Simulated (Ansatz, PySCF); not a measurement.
C₂H₃AlClF, SMILES [F][Al]([Cl])[CH]=C. Atoms are numbered in the order given.

```xyz
8

Al     0.5213     0.1060     0.0000
F      1.9785     0.8991     0.0000
Cl    -1.2079     1.2861     0.0000
C      0.3801    -1.8089     0.0000
C     -0.8259    -2.3986     0.0000
H      1.2663    -2.4570     0.0000
H     -0.9467    -3.4892     0.0000
H     -1.7561    -1.8175     0.0000
```

Geometry optimised at PBE0-D3(BJ)/def2-SVP. One conformer was computed; it need not be the lowest.

Two levels are set side by side: PBE-D3(BJ)/def2-SVP (Ansatz, an electronic-structure program) and PBE0-D3(BJ)/def2-SVP (Ansatz). Each level has its own optimised geometry; the coordinates shown are those of the second. Frequencies come from the Hessian of PySCF at each geometry. Differences are taken from unrounded values.

```csv
quantity,PBE0-D3(BJ)
mean bond length (Å),1.472
bond Al1–F2 (Å),1.659
bond Al1–Cl3 (Å),2.094
bond Al1–C4 (Å),1.920
bond C4–C5 (Å),1.342
bond C4–H6 (Å),1.098
bond C5–H7 (Å),1.097
bond C5–H8 (Å),1.097
highest harmonic wavenumber (cm⁻¹),3225
mean harmonic wavenumber (cm⁻¹),1134
zero-point energy (kcal/mol),29.17
```

Task: What does PBE-D3(BJ) give, and how far is it from PBE0-D3(BJ)? (An estimate is asked for; the answer gives what the named calculation found.)

Result: 
| quantity | PBE-D3(BJ) | PBE-D3(BJ) minus PBE0-D3(BJ) |
|---|---|---|
| mean bond length (Å) | 1.483 | 0.011 |
| bond Al1–F2 (Å) | 1.674 | 0.015 |
| bond Al1–Cl3 (Å) | 2.108 | 0.014 |
| bond Al1–C4 (Å) | 1.931 | 0.011 |
| bond C4–C5 (Å) | 1.352 | 0.010 |
| bond C4–H6 (Å) | 1.106 | 0.008 |
| bond C5–H7 (Å) | 1.106 | 0.008 |
| bond C5–H8 (Å) | 1.105 | 0.008 |
| highest harmonic wavenumber (cm⁻¹) | 3129 | -96 |
| mean harmonic wavenumber (cm⁻¹) | 1096 | -37 |
| zero-point energy (kcal/mol) | 28.21 | -0.96 |

Exact exchange shortens and stiffens bonds; PBE has none. Differences between two approximate levels are no errors against the true value.
